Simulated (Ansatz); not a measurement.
Ansatz (an electronic-structure program) input (B3LYP-D3(BJ)/def2-TZVP):

Ansatz 0.2 input:
```yaml
crystal:
  periodic: [false, false, false]
  atoms:
    - {symbol: C, position_ang: [2.44768406, -0.67117200, 0.12171591]}
    - {symbol: C, position_ang: [1.06894206, -0.15489740, -0.04425714]}
    - {symbol: C, position_ang: [0.66875062, 1.01803227, -0.80872196]}
    - {symbol: C, position_ang: [-0.68166516, 1.10291161, -0.67569734]}
    - {symbol: C, position_ang: [-1.06795563, -0.02058435, 0.16624100]}
    - {symbol: N, position_ang: [0.00450233, -0.74983095, 0.52415237]}
    - {symbol: C, position_ang: [-2.44132115, -0.36387736, 0.60331431]}
    - {symbol: H, position_ang: [2.89402549, -0.90834528, -0.84915893]}
    - {symbol: H, position_ang: [2.44475759, -1.56559366, 0.74099482]}
    - {symbol: H, position_ang: [3.09216374, 0.08287947, 0.58467267]}
    - {symbol: H, position_ang: [1.32755804, 1.67092518, -1.36000922]}
    - {symbol: H, position_ang: [-1.34890305, 1.83915207, -1.09636062]}
    - {symbol: H, position_ang: [-2.42903290, -1.25925533, 1.22109447]}
    - {symbol: H, position_ang: [-3.09374930, -0.53198833, -0.25932467]}
    - {symbol: H, position_ang: [-2.88494462, 0.45856599, 1.17345622]}
basis:
  gaussian:
    orbitals: def2-TZVP
hamiltonian:
  xc: b3lyp
  dispersion: d3bj
magnetization: {spin_polarized: true, initial_magnetization: 1}
phonons: {temperatures: {t_min: 298.15, t_max: 298.15, t_step: 100}}
```

Output:

```
Functional definition: B3LYP
integrals: 0.22 GiB planned
1587 factors; their error is unknown
0.37 GiB of the device are held for the grids
1.64 GiB of device memory are held for the factors and their scratch space
mean field: 1.98 GiB planned
mean field evaluation 1: about -7830.2740 eV, gradient 5.5e1 eV
mean field evaluation 2: about -7824.3193 eV, gradient 6.4e1 eV
mean field evaluation 4: about -7844.1448 eV, gradient 5.2e0 eV
mean field evaluation 8: about -7844.2669 eV, gradient 8.8e-2 eV
mean field evaluation 16: about -7844.2442 eV, gradient 7.9e-3 eV
mean field -7844.24417503 eV, -288.2706564127 hartree, gradient 2.8e-5 eV, S^2 0.762119; 0 other end points of the search recorded, 0 dependent functions left out
the calculation of the forces begins
reference -7844.24448093 eV, -288.2706676543 hartree; 26, 25 occupied and 239, 240 virtual orbitals, 1587 factors
these checks for a lower state are left out or cut short: stability, starts, cluster_reference, orbital_swaps, neighbouring_geometries, increment
integrals: 0.22 GiB planned
1587 factors; their error is unknown
0.37 GiB of the device are held for the grids
1.64 GiB of device memory are held for the factors and their scratch space
mean field: 1.98 GiB planned
mean field -7844.24407769 eV, -288.2706528354 hartree, gradient 2.7e-6 eV, S^2 0.762128; 0 other end points of the search recorded, 0 dependent functions left out
the calculation of the forces begins
reference -7844.24438352 eV, -288.2706640746 hartree; 26, 25 occupied and 239, 240 virtual orbitals, 1587 factors
these checks for a lower state are left out or cut short: stability, starts, cluster_reference, orbital_swaps, neighbouring_geometries, increment
integrals: 0.22 GiB planned
1587 factors; their error is unknown
0.37 GiB of the device are held for the grids
1.64 GiB of device memory are held for the factors and their scratch space
mean field: 1.98 GiB planned
mean field evaluation 32: about -7844.2433 eV, gradient 4.9e-1 eV
mean field -7844.24397057 eV, -288.2706488988 hartree, gradient 3.1e-6 eV, S^2 0.762110; 0 other end points of the search recorded, 0 dependent functions left out
the calculation of the forces begins
reference -7844.24427654 eV, -288.2706601430 hartree; 26, 25 occupied and 239, 240 virtual orbitals, 1587 factors
these checks for a lower state are left out or cut short: stability, starts, cluster_reference, orbital_swaps, neighbouring_geometries, increment
integrals: 0.22 GiB planned
1587 factors; their error is unknown
0.37 GiB of the device are held for the grids
1.64 GiB of device memory are held for the factors and their scratch space
mean field: 1.98 GiB planned
mean field -7844.24398239 eV, -288.2706493333 hartree, gradient 3.1e-6 eV, S^2 0.762120; 0 other end points of the search recorded, 0 dependent functions left out
the calculation of the forces begins
reference -7844.24428829 eV, -288.2706605748 hartree; 26, 25 occupied and 239, 240 virtual orbitals, 1587 factors
these checks for a lower state are left out or cut short: stability, starts, cluster_reference, orbital_swaps, neighbouring_geometries, increment
integrals: 0.22 GiB planned
1587 factors; their error is unknown
0.37 GiB of the device are held for the grids
1.64 GiB of device memory are held for the factors and their scratch space
mean field: 1.98 GiB planned
mean field -7844.24403125 eV, -288.2706511287 hartree, gradient 3.1e-6 eV, S^2 0.762118; 0 other end points of the search recorded, 0 dependent functions left out
[...]
mean field -7844.24409758 eV, -288.2706535664 hartree, gradient 3.0e-6 eV, S^2 0.762118; 0 other end points of the search recorded, 0 dependent functions left out
the calculation of the forces begins
reference -7844.24440344 eV, -288.2706648066 hartree; 26, 25 occupied and 239, 240 virtual orbitals, 1587 factors
these checks for a lower state are left out or cut short: stability, starts, cluster_reference, orbital_swaps, neighbouring_geometries, increment
integrals: 0.22 GiB planned
1587 factors; their error is unknown
0.37 GiB of the device are held for the grids
1.64 GiB of device memory are held for the factors and their scratch space
mean field: 1.98 GiB planned
mean field -7844.24411571 eV, -288.2706542326 hartree, gradient 3.0e-6 eV, S^2 0.762117; 0 other end points of the search recorded, 0 dependent functions left out
the calculation of the forces begins
reference -7844.24442164 eV, -288.2706654753 hartree; 26, 25 occupied and 239, 240 virtual orbitals, 1587 factors
these checks for a lower state are left out or cut short: stability, starts, cluster_reference, orbital_swaps, neighbouring_geometries, increment
integrals: 0.22 GiB planned
1587 factors; their error is unknown
0.37 GiB of the device are held for the grids
1.64 GiB of device memory are held for the factors and their scratch space
mean field: 1.98 GiB planned
mean field evaluation 288: about -7844.2441 eV, gradient 7.7e-3 eV
mean field -7844.24412437 eV, -288.2706545509 hartree, gradient 3.0e-6 eV, S^2 0.762120; 0 other end points of the search recorded, 0 dependent functions left out
the calculation of the forces begins
reference -7844.24443024 eV, -288.2706657914 hartree; 26, 25 occupied and 239, 240 virtual orbitals, 1587 factors
these checks for a lower state are left out or cut short: stability, starts, cluster_reference, orbital_swaps, neighbouring_geometries, increment
integrals: 0.22 GiB planned
1587 factors; their error is unknown
0.37 GiB of the device are held for the grids
1.64 GiB of device memory are held for the factors and their scratch space
mean field: 1.98 GiB planned
mean field -7844.24415721 eV, -288.2706557579 hartree, gradient 2.7e-6 eV, S^2 0.762120; 0 other end points of the search recorded, 0 dependent functions left out
the calculation of the forces begins
reference -7844.24446314 eV, -288.2706670004 hartree; 26, 25 occupied and 239, 240 virtual orbitals, 1587 factors
these checks for a lower state are left out or cut short: stability, starts, cluster_reference, orbital_swaps, neighbouring_geometries, increment
integrals: 0.22 GiB planned
1587 factors; their error is unknown
0.37 GiB of the device are held for the grids
1.64 GiB of device memory are held for the factors and their scratch space
mean field: 1.98 GiB planned
mean field -7844.24413576 eV, -288.2706549695 hartree, gradient 2.7e-6 eV, S^2 0.762118; 0 other end points of the search recorded, 0 dependent functions left out
the calculation of the forces begins
reference -7844.24444164 eV, -288.2706662103 hartree; 26, 25 occupied and 239, 240 virtual orbitals, 1587 factors
these checks for a lower state are left out or cut short: stability, starts, cluster_reference, orbital_swaps, neighbouring_geometries, increment
integrals: 0.22 GiB planned
1587 factors; their error is unknown
0.37 GiB of the device are held for the grids
1.64 GiB of device memory are held for the factors and their scratch space
mean field: 1.98 GiB planned
mean field -7844.24413306 eV, -288.2706548702 hartree, gradient 3.0e-6 eV, S^2 0.762118; 0 other end points of the search recorded, 0 dependent functions left out
the calculation of the forces begins
reference -7844.24443900 eV, -288.2706661132 hartree; 26, 25 occupied and 239, 240 virtual orbitals, 1587 factors
these checks for a lower state are left out or cut short: stability, starts, cluster_reference, orbital_swaps, neighbouring_geometries, increment
integrals: 0.22 GiB planned
1587 factors; their error is unknown
0.37 GiB of the device are held for the grids
1.64 GiB of device memory are held for the factors and their scratch space
mean field: 1.98 GiB planned
mean field -7844.24411571 eV, -288.2706542325 hartree, gradient 2.9e-6 eV, S^2 0.762119; 0 other end points of the search recorded, 0 dependent functions left out
the calculation of the forces begins
reference -7844.24442157 eV, -288.2706654728 hartree; 26, 25 occupied and 239, 240 virtual orbitals, 1587 factors
these checks for a lower state are left out or cut short: stability, starts, cluster_reference, orbital_swaps, neighbouring_geometries, increment
integrals: 0.22 GiB planned
1587 factors; their error is unknown
0.37 GiB of the device are held for the grids
1.64 GiB of device memory are held for the factors and their scratch space
mean field: 1.98 GiB planned
mean field evaluation 320: about -7844.2590 eV, gradient 5.6e-4 eV
mean field -7844.24415824 eV, -288.2706557958 hartree, gradient 2.9e-6 eV, S^2 0.762120; 0 other end points of the search recorded, 0 dependent functions left out
the calculation of the forces begins
reference -7844.24446419 eV, -288.2706670392 hartree; 26, 25 occupied and 239, 240 virtual orbitals, 1587 factors
these checks for a lower state are left out or cut short: stability, starts, cluster_reference, orbital_swaps, neighbouring_geometries, increment
integrals: 0.22 GiB planned
1587 factors; their error is unknown
0.37 GiB of the device are held for the grids
1.64 GiB of device memory are held for the factors and their scratch space
mean field: 1.98 GiB planned
mean field -7844.24409733 eV, -288.2706535572 hartree, gradient 2.8e-6 eV, S^2 0.762118; 0 other end points of the search recorded, 0 dependent functions left out
the calculation of the forces begins
reference -7844.24440318 eV, -288.2706647972 hartree; 26, 25 occupied and 239, 240 virtual orbitals, 1587 factors
these checks for a lower state are left out or cut short: stability, starts, cluster_reference, orbital_swaps, neighbouring_geometries, increment
integrals: 0.22 GiB planned
1587 factors; their error is unknown
0.37 GiB of the device are held for the grids
1.64 GiB of device memory are held for the factors and their scratch space
mean field: 1.98 GiB planned
mean field -7844.24411812 eV, -288.2706543213 hartree, gradient 2.8e-6 eV, S^2 0.762118; 0 other end points of the search recorded, 0 dependent functions left out
the calculation of the forces begins
reference -7844.24442398 eV, -288.2706655616 hartree; 26, 25 occupied and 239, 240 virtual orbitals, 1587 factors
these checks for a lower state are left out or cut short: stability, starts, cluster_reference, orbital_swaps, neighbouring_geometries, increment
integrals: 0.22 GiB planned
1587 factors; their error is unknown
0.37 GiB of the device are held for the grids
1.64 GiB of device memory are held for the factors and their scratch space
mean field: 1.98 GiB planned
mean field -7844.24416331 eV, -288.2706559820 hartree, gradient 2.9e-6 eV, S^2 0.762119; 0 other end points of the search recorded, 0 dependent functions left out
the calculation of the forces begins
reference -7844.24446925 eV, -288.2706672251 hartree; 26, 25 occupied and 239, 240 virtual orbitals, 1587 factors
Total energy: -7844.82845885 eV, -288.2921284471 hartree
Atom 0 at     2.447684    -0.671172     0.121716 Å, force    -0.000118     0.000109     0.000189 eV/Å
Atom 1 at     1.068942    -0.154897    -0.044257 Å, force    -0.000071     0.000570     0.000352 eV/Å
Atom 2 at     0.668751     1.018032    -0.808722 Å, force     0.000418    -0.000331     0.000050 eV/Å
Atom 3 at    -0.681665     1.102912    -0.675697 Å, force    -0.000438    -0.000277     0.000135 eV/Å
Atom 4 at    -1.067956    -0.020584     0.166241 Å, force     0.000208     0.000552     0.000324 eV/Å
Atom 5 at     0.004502    -0.749831     0.524152 Å, force    -0.000098    -0.000583    -0.000622 eV/Å
Atom 6 at    -2.441321    -0.363877     0.603314 Å, force     0.000165     0.000091     0.000161 eV/Å
Atom 7 at     2.894025    -0.908345    -0.849159 Å, force     0.000021    -0.000135    -0.000044 eV/Å
Atom 8 at     2.444758    -1.565594     0.740995 Å, force     0.000066     0.000011    -0.000074 eV/Å
Atom 9 at     3.092164     0.082879     0.584673 Å, force     0.000030     0.000021    -0.000146 eV/Å
Atom 10 at     1.327558     1.670925    -1.360009 Å, force    -0.000096     0.000035    -0.000036 eV/Å
Atom 11 at    -1.348903     1.839152    -1.096361 Å, force     0.000090     0.000023    -0.000054 eV/Å
Atom 12 at    -2.429033    -1.259255     1.221094 Å, force    -0.000077     0.000020    -0.000059 eV/Å
Atom 13 at    -3.093749    -0.531988    -0.259325 Å, force    -0.000046    -0.000131    -0.000037 eV/Å
Atom 14 at    -2.884945     0.458566     1.173456 Å, force    -0.000055     0.000026    -0.000138 eV/Å
Dipole moment:    -0.001500     0.258727    -0.180313 e Å
Vibrations: 55.04 56.08 181.52 260.53 270.53 407.20 605.45 615.78 635.24 650.61 743.27 880.14 897.40 934.38 949.79 981.69 1020.93 1029.85 1077.91 1151.50 1251.32 1358.78 1379.90 1394.16 1423.46 1428.67 1471.17 1471.50 1474.53 1482.25 1566.78 3016.35 3016.77 3054.32 3054.34 3133.48 3133.63 3219.51 3238.99 cm⁻¹, zero-point energy 3.346008 eV
```

It need not be the lowest isomer of its formula.
